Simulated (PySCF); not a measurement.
Species: [Cu(NH3)2]+ (charge +1 and singlet state).
SMILES: `[NH3]->[Cu+]<-[NH3]`

The closed-shell ground state was solved at several levels (PySCF, density fitting, gas phase, non-relativistic). Isolated species at its PBE0-D3(BJ)/def2-SVP geometry, gas phase.

```json
{"level": "wB97X-D/def2-SVPD", "basis functions": "122", "HOMO (eV)": "-13.74", "LUMO (eV)": "-3.06", "gap (eV)": "10.68"}
{"level": "PBE0/pcSseg-1 (pcSseg-2 on Cu)", "basis functions": "137", "HOMO (eV)": "-11.78", "LUMO (eV)": "-4.61", "gap (eV)": "7.17"}
{"level": "PBE/pcJ-1 (pcSseg-1 on Cu)", "basis functions": "159", "HOMO (eV)": "-10.09", "LUMO (eV)": "-5.57", "gap (eV)": "4.52"}
{"level": "PBE/pcSseg-1 (pcSseg-2 on Cu)", "basis functions": "137", "HOMO (eV)": "-10.28", "LUMO (eV)": "-5.61", "gap (eV)": "4.67"}
```

Question: Estimate the row for B3LYP/pcSseg-1 (pcSseg-2 on Cu), a basis of 137 functions; the other rows only guide the guess.

Answer: HOMO -11.61 eV, LUMO -5.00 eV, gap 6.61 eV.

Question: Over all these levels, which gives the widest orbital gap and which the narrowest?

Answer: wB97X-D/def2-SVPD (range-separated hybrid) has the widest, 10.68 eV, and PBE/pcJ-1 (pcSseg-1 on Cu) (GGA) the narrowest, 4.52 eV. Functional and basis both differ between the two, so the spread mixes both effects.

Question: In the pcSseg-1 (pcSseg-2 on Cu) basis, how does the gap go with the fixed share of exact exchange?

Answer: PBE (0 %) 4.67 eV; B3LYP (20 %) 6.61 eV; PBE0 (25 %) 7.17 eV. Each rise in the share widens the gap here.
